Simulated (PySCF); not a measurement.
Record of a relaxation.

ZrEtCl3, C2H5Cl3Zr (singlet state).
Bonds: Zr1–C2, Zr1–Cl9, Zr1–Cl10, Zr1–Cl11, C2–C3. Hydrogens: H4, H5 on C2; H6, H7, H8 on C3.

Computed by this run: PBE0-D3(BJ)/def2-SVP geometry optimisation, gas phase, def2 core potentials past Kr (PySCF 2.14.0); density fitting, grid level 1; the optimiser is geomeTRIC in internal coordinates, started from a GFN2-xTB structure with every atom displaced at random (about 0.03 Å). 14 of its 15 geometries are shown. The frame can shift and turn from step to step; on so coarse a grid that alone can change the energy by a few meV, and forces under 0.02 eV/Å are noise.

Step 0: E = -40981.9714 eV, largest atomic force 2.978 eV/Å
```
atom  x, y, z in Å  |  force x, y, z in eV/Å
Zr1    -0.221   -0.477   -1.427   -2.338   1.525   0.852
C2     -0.367   -0.546    0.734    1.283  -0.510   0.460
C3      0.431    0.692    1.123    2.898  -0.491   0.480
H4      0.215   -1.435    1.159   -1.061   0.617  -0.369
H5     -1.375   -0.448    1.138   -0.448  -0.467   0.141
H6      0.526    0.818    2.232   -0.234  -0.058  -0.465
H7      1.552    0.595    0.783   -1.794   0.203   0.477
H8      0.094    1.638    0.731   -0.531   0.651  -0.370
Cl9     1.893   -0.294   -2.031    2.768  -0.023  -0.747
Cl10   -1.303    1.544   -2.001    0.033  -0.209   0.113
Cl11   -1.348   -2.171   -2.409   -0.575  -1.236  -0.573
```

Step 1: E = -40982.3976 eV, largest atomic force 0.559 eV/Å
```
atom  x, y, z in Å  |  force x, y, z in eV/Å
Zr1    -0.228   -0.444   -1.439   -0.087   0.164  -0.221
C2     -0.350   -0.542    0.748    0.294   0.423  -0.217
C3      0.449    0.709    1.148    0.433  -0.038   0.084
H4      0.167   -1.439    1.130   -0.170  -0.153   0.029
H5     -1.378   -0.501    1.146   -0.030  -0.165  -0.050
H6      0.544    0.823    2.242   -0.234   0.020   0.013
H7      1.497    0.647    0.809    0.008  -0.025  -0.122
H8      0.056    1.660    0.750   -0.185  -0.079   0.050
Cl9     2.040   -0.320   -2.091   -0.265  -0.147   0.131
Cl10   -1.322    1.559   -1.976    0.003  -0.166   0.109
Cl11   -1.378   -2.237   -2.436    0.234   0.165   0.194
```

Step 2: E = -40982.4326 eV, largest atomic force 0.299 eV/Å
```
atom  x, y, z in Å  |  force x, y, z in eV/Å
Zr1    -0.227   -0.424   -1.439    0.063   0.060  -0.254
C2     -0.336   -0.534    0.729    0.156   0.255  -0.011
C3      0.455    0.713    1.151    0.171  -0.061   0.054
H4      0.161   -1.449    1.092   -0.047  -0.119   0.043
H5     -1.370   -0.522    1.115   -0.010  -0.052  -0.035
H6      0.542    0.811    2.246   -0.157   0.012   0.029
H7      1.496    0.667    0.795    0.062   0.013  -0.085
H8      0.028    1.657    0.769   -0.085  -0.073   0.064
Cl9     2.039   -0.333   -2.073   -0.145  -0.094   0.075
Cl10   -1.342    1.558   -1.947   -0.104   0.049   0.042
Cl11   -1.349   -2.230   -2.407    0.095   0.011   0.078
```

Step 3: E = -40982.4583 eV, largest atomic force 0.163 eV/Å
```
atom  x, y, z in Å  |  force x, y, z in eV/Å
Zr1    -0.227   -0.382   -1.462   -0.002   0.096  -0.131
C2     -0.306   -0.526    0.700    0.053  -0.117   0.012
C3      0.464    0.711    1.169   -0.042  -0.079   0.052
H4      0.170   -1.469    1.030    0.049   0.028   0.011
H5     -1.348   -0.556    1.068   -0.004   0.085  -0.018
H6      0.533    0.767    2.268   -0.017   0.003   0.025
H7      1.500    0.711    0.792   -0.011   0.052   0.024
H8     -0.019    1.643    0.832    0.031   0.011   0.035
Cl9     2.035   -0.344   -2.071    0.025  -0.002   0.003
Cl10   -1.407    1.583   -1.903   -0.035   0.025   0.014
Cl11   -1.298   -2.223   -2.392   -0.047  -0.102  -0.027
```

Step 4: E = -40982.4661 eV, largest atomic force 0.137 eV/Å
```
atom  x, y, z in Å  |  force x, y, z in eV/Å
Zr1    -0.227   -0.359   -1.483   -0.031  -0.007  -0.069
C2     -0.290   -0.528    0.680    0.050  -0.123  -0.012
C3      0.463    0.703    1.189   -0.103  -0.029   0.086
H4      0.186   -1.477    0.995    0.047   0.036   0.002
H5     -1.335   -0.570    1.039   -0.009   0.071  -0.015
H6      0.520    0.729    2.291    0.009  -0.021   0.014
H7      1.500    0.734    0.817    0.004   0.031   0.022
H8     -0.037    1.636    0.881    0.038   0.026   0.008
Cl9     2.034   -0.331   -2.085    0.050   0.033  -0.008
Cl10   -1.436    1.596   -1.886   -0.007   0.038  -0.015
Cl11   -1.279   -2.218   -2.407   -0.048  -0.054  -0.014
```

Step 5: E = -40982.4765 eV, largest atomic force 0.157 eV/Å
```
atom  x, y, z in Å  |  force x, y, z in eV/Å
Zr1    -0.222   -0.321   -1.526   -0.050  -0.124   0.011
C2     -0.266   -0.534    0.640    0.071  -0.009  -0.027
C3      0.451    0.679    1.237   -0.087   0.076   0.107
H4      0.216   -1.486    0.932    0.000   0.008  -0.015
H5     -1.318   -0.591    0.977   -0.018  -0.011  -0.018
H6      0.479    0.646    2.340    0.019  -0.063  -0.012
H7      1.495    0.764    0.894   -0.005  -0.021   0.011
H8     -0.063    1.619    0.978    0.019   0.015  -0.030
Cl9     2.041   -0.286   -2.113    0.038   0.065  -0.006
Cl10   -1.465    1.625   -1.878    0.042   0.029  -0.043
Cl11   -1.250   -2.200   -2.450   -0.029   0.035   0.022
```

Step 6: E = -40982.4823 eV, largest atomic force 0.167 eV/Å
```
atom  x, y, z in Å  |  force x, y, z in eV/Å
Zr1    -0.209   -0.289   -1.559   -0.032  -0.144   0.047
C2     -0.251   -0.537    0.607    0.067   0.086  -0.024
C3      0.432    0.653    1.283   -0.064   0.126   0.089
H4      0.236   -1.493    0.879   -0.032  -0.022  -0.026
H5     -1.311   -0.609    0.916   -0.020  -0.067  -0.018
H6      0.430    0.566    2.383    0.013  -0.072  -0.023
H7      1.483    0.773    0.975    0.005  -0.049  -0.004
H8     -0.084    1.601    1.058    0.000  -0.004  -0.039
Cl9     2.059   -0.234   -2.131    0.012   0.069   0.003
Cl10   -1.460    1.657   -1.891    0.065   0.007  -0.042
Cl11   -1.227   -2.174   -2.490   -0.015   0.071   0.036
```

Step 8: E = -40982.4921 eV, largest atomic force 0.179 eV/Å
```
atom  x, y, z in Å  |  force x, y, z in eV/Å
Zr1    -0.111   -0.171   -1.644    0.083  -0.029   0.077
C2     -0.219   -0.533    0.504   -0.061   0.167  -0.020
C3      0.325    0.543    1.440    0.048   0.063  -0.066
H4      0.265   -1.512    0.688   -0.034  -0.045  -0.029
H5     -1.308   -0.677    0.669    0.004  -0.097   0.009
H6      0.201    0.263    2.500   -0.018  -0.008  -0.011
H7      1.400    0.726    1.281    0.010  -0.053  -0.015
H8     -0.185    1.510    1.301   -0.042  -0.041  -0.015
Cl9     2.177    0.004   -2.109   -0.046   0.027   0.038
Cl10   -1.328    1.796   -1.970    0.040  -0.044   0.000
Cl11   -1.120   -2.035   -2.630    0.016   0.061   0.030
```

Step 9: E = -40982.4929 eV, largest atomic force 0.174 eV/Å
```
atom  x, y, z in Å  |  force x, y, z in eV/Å
Zr1    -0.053   -0.138   -1.647    0.098   0.046  -0.008
C2     -0.228   -0.537    0.479   -0.149   0.061  -0.007
C3      0.272    0.509    1.470    0.124  -0.039  -0.115
H4      0.253   -1.522    0.638    0.003  -0.010  -0.002
H5     -1.320   -0.706    0.593    0.021  -0.048   0.020
H6      0.109    0.189    2.512   -0.030   0.038   0.019
H7      1.353    0.686    1.353   -0.002   0.003   0.011
H8     -0.232    1.479    1.333   -0.033  -0.023   0.016
Cl9     2.244    0.094   -2.030   -0.040  -0.011   0.029
Cl10   -1.242    1.839   -1.994   -0.011  -0.021   0.023
Cl11   -1.059   -1.978   -2.676    0.018   0.004   0.016
```

Step 10: E = -40982.4946 eV, largest atomic force 0.142 eV/Å
```
atom  x, y, z in Å  |  force x, y, z in eV/Å
Zr1    -0.048   -0.139   -1.642    0.071   0.036  -0.009
C2     -0.234   -0.541    0.481   -0.137   0.017  -0.002
C3      0.271    0.514    1.460    0.091  -0.061  -0.090
H4      0.247   -1.527    0.644    0.017   0.009   0.000
H5     -1.325   -0.714    0.599    0.017  -0.021   0.023
H6      0.110    0.204    2.505   -0.021   0.037   0.015
H7      1.352    0.688    1.338   -0.004   0.011   0.010
H8     -0.236    1.480    1.315   -0.020  -0.007   0.016
Cl9     2.250    0.093   -2.005   -0.005  -0.007   0.017
Cl10   -1.239    1.835   -1.987   -0.018  -0.001   0.014
Cl11   -1.049   -1.978   -2.675    0.007  -0.014   0.004
```

Step 11: E = -40982.4967 eV, largest atomic force 0.105 eV/Å
```
atom  x, y, z in Å  |  force x, y, z in eV/Å
Zr1    -0.041   -0.143   -1.638    0.023   0.021   0.015
C2     -0.244   -0.549    0.484   -0.104  -0.011  -0.001
C3      0.269    0.520    1.443    0.047  -0.060  -0.042
H4      0.240   -1.532    0.655    0.029   0.019  -0.004
H5     -1.333   -0.725    0.612    0.007   0.003   0.017
H6      0.112    0.230    2.495   -0.009   0.024   0.005
H7      1.349    0.693    1.313   -0.003   0.012   0.005
H8     -0.241    1.484    1.288   -0.006   0.007   0.006
Cl9     2.260    0.089   -1.970    0.022  -0.002   0.000
Cl10   -1.239    1.829   -1.976   -0.009   0.002   0.002
Cl11   -1.033   -1.983   -2.675    0.002  -0.017  -0.002
```

Step 12: E = -40982.4981 eV, largest atomic force 0.064 eV/Å
```
atom  x, y, z in Å  |  force x, y, z in eV/Å
Zr1    -0.041   -0.158   -1.626   -0.005   0.006   0.004
C2     -0.259   -0.557    0.495   -0.061  -0.016   0.012
C3      0.273    0.536    1.417    0.022  -0.029   0.003
H4      0.230   -1.534    0.683    0.025   0.015  -0.011
H5     -1.344   -0.728    0.646    0.002   0.009   0.001
H6      0.128    0.279    2.479   -0.003   0.006  -0.001
H7      1.353    0.700    1.271   -0.003   0.011  -0.001
H8     -0.236    1.497    1.244    0.003   0.009  -0.003
Cl9     2.264    0.068   -1.942    0.018  -0.002  -0.004
Cl10   -1.241    1.812   -1.970   -0.003  -0.002  -0.002
Cl11   -1.028   -1.999   -2.666    0.004  -0.007   0.001
```

Step 13: E = -40982.4983 eV, largest atomic force 0.027 eV/Å
```
atom  x, y, z in Å  |  force x, y, z in eV/Å
Zr1    -0.045   -0.171   -1.619   -0.002  -0.002  -0.001
C2     -0.267   -0.560    0.504   -0.025  -0.001   0.011
C3      0.279    0.547    1.401    0.003  -0.007   0.013
H4      0.226   -1.533    0.701    0.015   0.005  -0.010
H5     -1.350   -0.726    0.669    0.000   0.006  -0.002
H6      0.143    0.312    2.470    0.000  -0.003  -0.003
H7      1.357    0.707    1.243   -0.001   0.003  -0.003
H8     -0.228    1.508    1.218    0.004   0.003  -0.004
Cl9     2.262    0.049   -1.934    0.005   0.000  -0.001
Cl10   -1.248    1.797   -1.968   -0.001  -0.001  -0.002
Cl11   -1.030   -2.015   -2.655    0.002  -0.003   0.000
```

Step 14: E = -40982.4984 eV, largest atomic force under 0.02 eV/Å
```
atom  x, y, z in Å  |  force x, y, z in eV/Å
Zr1    -0.045   -0.172   -1.618    0.002  -0.002  -0.003
C2     -0.268   -0.559    0.505   -0.018   0.004   0.007
C3      0.279    0.548    1.401    0.003  -0.002   0.007
H4      0.227   -1.532    0.701    0.009   0.003  -0.007
H5     -1.351   -0.726    0.671    0.001   0.001   0.000
H6      0.144    0.315    2.470    0.001  -0.003  -0.001
H7      1.357    0.708    1.240    0.000   0.001  -0.001
H8     -0.228    1.509    1.216    0.002   0.001  -0.002
Cl9     2.262    0.047   -1.932    0.001   0.000   0.000
Cl10   -1.249    1.794   -1.970    0.000   0.000  -0.001
Cl11   -1.029   -2.018   -2.653    0.001  -0.002   0.000
```

**Question.** Summarise the path.

**Answer.** The energy falls by 12.15 kcal/mol from step 0 to step 14; nine tenths of that is first reached at step 3. It falls at every step. The largest force goes from 2.978 to under 0.02 eV/Å. Among the bonds Zr1–Cl9 changes most, from 2.206 to 2.339 Å; the atoms move by 0.217 Å rms after alignment.

What follows is the cost of the whole optimisation. Hardware: an Arm Neoverse V1 with one thread (shared host). Cost: 2.7 min of wall time, 0.53 GiB resident at most.
